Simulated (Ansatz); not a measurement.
`O=C=N[SiH](N=C=O)N=C=O`. Total charge 0; spin multiplicity 1. The geometry is a stationary point of PBE0-D4/def2-TZVP. It is one conformer, not always the lowest.

```xyz
11

O     2.035    2.787    1.729
C     1.437    2.060    1.049
N     0.823    1.316    0.347
Si   -0.044    0.247   -0.628
N    -1.589    0.042    0.018
C    -2.677   -0.109    0.485
O    -3.737   -0.254    0.935
N     0.745   -1.244   -0.649
C     1.303   -2.299   -0.646
O     1.845   -3.325   -0.649
H    -0.140    0.780   -1.992
```

(1) What is the dipole moment at B3LYP/def2-TZVPP? (Estimate.)

(2) And with PBE, r2SCAN, ωB97M-V? (Estimate.)

(3) Give the Mulliken charges with B3LYP, ωB97M-V, r2SCAN in def2-TZVPP. (Best estimate.)

Answers

(1) Ansatz gave: 1.58 D, with components (-0.10, 0.58, -1.47) D in this frame, pointing from negative to positive charge.

(2) The calculation gave: PBE 1.43 D, r2SCAN 1.48 D, ωB97M-V 1.52 D.

(3) Ansatz gave: 
| atom | B3LYP | ωB97M-V | r2SCAN |
| --- | --- | --- | --- |
| O1 | -0.19 | -0.22 | -0.21 |
| C2 | 0.27 | 0.34 | 0.32 |
| N3 | -0.21 | -0.26 | -0.25 |
| Si4 | 0.44 | 0.43 | 0.48 |
| N5 | -0.21 | -0.26 | -0.25 |
| C6 | 0.27 | 0.34 | 0.32 |
| O7 | -0.19 | -0.22 | -0.21 |
| N8 | -0.21 | -0.26 | -0.25 |
| C9 | 0.27 | 0.34 | 0.32 |
| O10 | -0.19 | -0.22 | -0.21 |
| H11 | -0.05 | -0.01 | -0.05 |

B3LYP here is the variant with VWN-RPA as its local correlation; programs differ in this.
